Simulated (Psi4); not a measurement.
CH$_{2}$F, doublet, geometry from GFN2-xTB. Base run: CCSD(T)/cc-pVTZ (Psi4).

The Psi4 input:
```
memory 2 GB

molecule {
0 2
C     0.00052334    0.46021569    0.46078947
F    -0.00116407   -0.45465534   -0.50735425
H    -0.95081668    0.65452567    0.91257266
H     0.95815328    0.67607827    0.88887881
}

set {
  basis cc-pvtz
  reference uhf
  freeze_core true
}

energy('ccsd(t)')
print_variables()
```

The base run was repeated with changes; each row names its change, and settings that it needs were set with it.

```
change         ΔE vs base (mEh)  MP2 correlation (Eh)  CC correlation without the perturbative part (Eh)  basis functions  core-seconds (rough)
-------------  ----------------  --------------------  -------------------------------------------------  ---------------  --------------------
base                      0.000              -0.39793                                           -0.41379               88                   100
method = mp2             28.323              -0.39785                                                  -               88                     4
method = mp3                  ?              -0.39785                                                  -               88                     8
method = ccsd            12.345              -0.39793                                           -0.41379               88                    70
```

Problem. Complete the blanks.

Solution. 
- method = mp3, ΔE vs base (mEh): 17.370

Open shells are given as the SCF converged; they aren't shown to be the lowest states, and a large step between rows can be another state.
